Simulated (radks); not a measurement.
Values are calculated unless marked as measured or tabulated.
Question: The osmium ion Os3+, [Xe] 4f14 5d5. Level of theory: non-relativistic Kohn-Sham, exchange-only B88, spin-polarised, spherical densities, point nucleus (a radial shooting solver on a logarithmic mesh with Libxc functionals). Every spin shell is full or empty, so the densities are truly spherical. Functionals are evaluated on that one density, not self-consistently. Rank these exchange functionals by their error against the exact value of the orbitals, and give that value: LDA, PBEsol, PW91, OPTX, WC, AM05, SOGGA, B86b, APBE, TPSS, revTPSS, SCAN, TASK, MVS.

Answer: Exact: -316.157 hartree. From best to worst, with 100 (|E| - |E exact|)/|E exact| (equal figures are ties): B86b +0.07, PW91 +0.11, SCAN +0.11, MVS +0.12, APBE +0.32, TPSS -0.35, WC -0.57, revTPSS -0.84, PBEsol -1.77, SOGGA -1.78, TASK -1.81, OPTX +1.91, AM05 -3.62, LDA -3.84.
